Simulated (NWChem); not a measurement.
All runs are NWChem calculations. System: HBF2S, charge 0, spin multiplicity 1, at a geometry optimised with PBE0/def2-SVP. The structure started from a generated list of species. Level: CIS/6-31+G* (spherical d).

Input file:

```
start mol
memory heap 200 mb stack 900 mb global 1100 mb
geometry units angstroms nocenter noautoz
  B     -0.116264     0.450756     0.000000
  F     -1.366630     0.864508     0.000000
  F      0.843554     1.356174     0.000000
  S      0.232258    -1.317417     0.000000
  H      1.572872    -1.161252     0.000000
  symmetry group Cs
end
basis spherical
  * library 6-31+g*
end
dft
  xc hfexch
  semidirect memsize 60000000 filesize 0
  iterations 100
end
tddft
  cis
  nroots 6
  notriplet
  thresh 1e-4
end
task tddft energy
```

Output (cleaned and shortened):

```
             Northwest Computational Chemistry Package (NWChem) 7.3.0
             --------------------------------------------------------

                                NWChem Input Module
                                -------------------

 Scaling coordinates for geometry "geometry" by  1.889725989
 (inverse scale =  0.529177249)

 Turning off AUTOSYM since
 SYMMETRY directive was detected!

                             Geometry "geometry" -> ""
                             -------------------------

 Output coordinates in angstroms (scale by  1.889725989 to convert to a.u.)

  No.       Tag          Charge          X              Y              Z
 ---- ---------------- ---------- -------------- -------------- --------------
    1 B                    5.0000    -0.11626400     0.45075600     0.00000000
    2 F                    9.0000    -1.36663000     0.86450800     0.00000000
    3 F                    9.0000     0.84355400     1.35617400     0.00000000
    4 S                   16.0000     0.23225800    -1.31741700     0.00000000
    5 H                    1.0000     1.57287200    -1.16125200     0.00000000

 Effective nuclear repulsion energy (a.u.)     145.0614125757

            Nuclear Dipole moment (a.u.)
            ----------------------------
        X                 Y               Z
 ---------------- ---------------- ----------------
    -0.0000075589    -0.0000113384     0.0000000000

      Symmetry information
      --------------------

 Group name             Cs
 Group number              2
 Group order               2
 No. of unique centers     5

      Symmetry unique atoms

     1    2    3    4    5


 Summary of "ao basis" -> "" (spherical)
 ------------------------------------------------------------------------------
       Tag                 Description            Shells   Functions and Types
 ---------------- ------------------------------  ------  ---------------------
 *                          6-31+g*                   on all atoms

  xc_inp: hfexch multiplicative factor not found.

                                 NWChem DFT Module
                                 -----------------

 Summary of "ao basis" -> "ao basis" (spherical)
 ------------------------------------------------------------------------------
       Tag                 Description            Shells   Functions and Types
 ---------------- ------------------------------  ------  ---------------------
 B                          6-31+g*                  8       18   4s3p1d
 F                          6-31+g*                  8       18   4s3p1d
 S                          6-31+g*                 10       22   5s4p1d
 H                          6-31+g*                  2        2   2s

 Summary of "ao basis" -> "ao basis" (spherical)
 ------------------------------------------------------------------------------
       Tag                 Description            Shells   Functions and Types
 ---------------- ------------------------------  ------  ---------------------
 B                          6-31+g*                  8       18   4s3p1d
 F                          6-31+g*                  8       18   4s3p1d
 S                          6-31+g*                 10       22   5s4p1d
 H                          6-31+g*                  2        2   2s

      Symmetry analysis of basis
      --------------------------

        a'         57
        a"         21

            General Information
            -------------------
          SCF calculation type: DFT
[...]
     Occ.   20  a"  ---  Virt.   26  a'      -0.07841
     Occ.   20  a"  ---  Virt.   28  a'      -0.26284
     Occ.   20  a"  ---  Virt.   30  a'       0.39262
     Occ.   20  a"  ---  Virt.   31  a'      -0.20187
     Occ.   20  a"  ---  Virt.   36  a'      -0.07229
  ----------------------------------------------------------------------------
  Root   3 singlet a'             0.328669586 a.u.                8.9436 eV
  ----------------------------------------------------------------------------
     Transition Moments    X  0.09990   Y -0.78704   Z -0.00000
     Transition Moments   XX -0.10434  XY  0.08495  XZ  0.00000
     Transition Moments   YY  1.54618  YZ -0.00000  ZZ -0.15329
     Dipole Oscillator Strength                    0.1379113416
     Electric Quadrupole                           0.0000001783
     Magnetic Dipole                               0.0000000685
     Total Oscillator Strength                     0.1379115885

          sigma_e =   2.1038 Angstrom
          sigma_h =   1.3117 Angstrom
         |d_h->e| =   1.2511 Angstrom
            d_exc =   2.7659 Angstrom
            d_CD1 =   2.0432 Angstrom
            d_CD2 =  -0.4566 Angstrom
            d_CD3 =   4.0170 Angstrom
     Pearson C.C. =   0.0112

     Occ.   18  a'  ---  Virt.   28  a'      -0.06290
     Occ.   19  a'  ---  Virt.   25  a'      -0.13107
     Occ.   19  a'  ---  Virt.   28  a'       0.21966
     Occ.   19  a'  ---  Virt.   30  a'      -0.10360
     Occ.   19  a'  ---  Virt.   31  a'       0.13329
     Occ.   20  a"  ---  Virt.   23  a"       0.53587
     Occ.   20  a"  ---  Virt.   27  a"      -0.44422
     Occ.   20  a"  ---  Virt.   29  a"       0.62356
  ----------------------------------------------------------------------------
  Root   4 singlet a"             0.344025329 a.u.                9.3614 eV
  ----------------------------------------------------------------------------
     Transition Moments    X  0.00000   Y  0.00000   Z -0.30514
     Transition Moments   XX  0.00000  XY -0.00000  XZ  0.74695
     Transition Moments   YY -0.00000  YZ  0.24886  ZZ -0.00000
     Dipole Oscillator Strength                    0.0213542291
     Electric Quadrupole                           0.0000001344
     Magnetic Dipole                               0.0000003752
     Total Oscillator Strength                     0.0213547388

          sigma_e =   3.2957 Angstrom
          sigma_h =   1.3041 Angstrom
         |d_h->e| =   0.6284 Angstrom
            d_exc =   3.5836 Angstrom
            d_CD1 =   2.6200 Angstrom
            d_CD2 =  -1.6715 Angstrom
            d_CD3 =   4.2120 Angstrom
     Pearson C.C. =   0.0134

     Occ.   19  a'  ---  Virt.   29  a"      -0.07002
     Occ.   20  a"  ---  Virt.   21  a'       0.18510
     Occ.   20  a"  ---  Virt.   22  a'       0.46948
     Occ.   20  a"  ---  Virt.   24  a'      -0.50453
     Occ.   20  a"  ---  Virt.   25  a'      -0.51217
     Occ.   20  a"  ---  Virt.   26  a'      -0.40513
     Occ.   20  a"  ---  Virt.   28  a'      -0.09028
     Occ.   20  a"  ---  Virt.   30  a'       0.15148
     Occ.   20  a"  ---  Virt.   31  a'       0.07694
     Occ.   20  a"  ---  Virt.   38  a'      -0.07475
     Occ.   20  a"  ---  Virt.   40  a'       0.05070
     Occ.   20  a"  ---  Virt.   43  a'      -0.06955
  ----------------------------------------------------------------------------
  Root   5 singlet a'             0.351154860 a.u.                9.5554 eV
  ----------------------------------------------------------------------------
     Transition Moments    X  0.31266   Y  0.29341   Z -0.00000
     Transition Moments   XX  0.29213  XY -0.96528  XZ -0.00000
     Transition Moments   YY -1.15700  YZ -0.00000  ZZ -2.94565
     Dipole Oscillator Strength                    0.0430380689
     Electric Quadrupole                           0.0000008214
     Magnetic Dipole                               0.0000008134
     Total Oscillator Strength                     0.0430397037

          sigma_e =   3.3255 Angstrom
          sigma_h =   1.3089 Angstrom
         |d_h->e| =   0.4304 Angstrom
            d_exc =   3.5352 Angstrom
            d_CD1 =   2.4469 Angstrom
            d_CD2 =  -1.8869 Angstrom
            d_CD3 =   3.9655 Angstrom
     Pearson C.C. =   0.0529

     Occ.   19  a'  ---  Virt.   21  a'      -0.32178
     Occ.   19  a'  ---  Virt.   25  a'       0.09126
     Occ.   19  a'  ---  Virt.   26  a'      -0.13201
     Occ.   19  a'  ---  Virt.   28  a'      -0.22670
     Occ.   20  a"  ---  Virt.   23  a"       0.67071
     Occ.   20  a"  ---  Virt.   27  a"       0.59048
  ----------------------------------------------------------------------------
  Root   6 singlet a"             0.351589521 a.u.                9.5672 eV
  ----------------------------------------------------------------------------
     Transition Moments    X -0.00000   Y -0.00000   Z -0.08348
     Transition Moments   XX -0.00000  XY  0.00000  XZ -0.66294
     Transition Moments   YY  0.00000  YZ -0.71666  ZZ  0.00000
     Dipole Oscillator Strength                    0.0016334095
     Electric Quadrupole                           0.0000002206
     Magnetic Dipole                               0.0000001017
     Total Oscillator Strength                     0.0016337318

          sigma_e =   3.5709 Angstrom
          sigma_h =   1.3062 Angstrom
         |d_h->e| =   0.3255 Angstrom
            d_exc =   3.7997 Angstrom
            d_CD1 =   2.5902 Angstrom
            d_CD2 =  -2.1131 Angstrom
            d_CD3 =   4.1252 Angstrom
     Pearson C.C. =   0.0135

     Occ.   19  a'  ---  Virt.   27  a"       0.06778
     Occ.   19  a'  ---  Virt.   29  a"      -0.08171
     Occ.   20  a"  ---  Virt.   21  a'       0.10550
     Occ.   20  a"  ---  Virt.   22  a'       0.45862
     Occ.   20  a"  ---  Virt.   24  a'       0.64625
     Occ.   20  a"  ---  Virt.   25  a'      -0.36392
     Occ.   20  a"  ---  Virt.   26  a'       0.35097
     Occ.   20  a"  ---  Virt.   28  a'      -0.26140
     Occ.   20  a"  ---  Virt.   30  a'       0.08729
     Occ.   20  a"  ---  Virt.   34  a'       0.07277
     Occ.   20  a"  ---  Virt.   42  a'      -0.05902

              Target root =      1
          Target symmetry = none
      Ground state energy =   -621.814733092182
        Excitation energy =      0.261931980892
     Excited state energy =   -621.552801111289

  stored tddft:energy   -621.55280111128945

 Task  times  cpu:       42.0s     wall:       42.0s

 Total times  cpu:       42.0s     wall:       42.0s
```
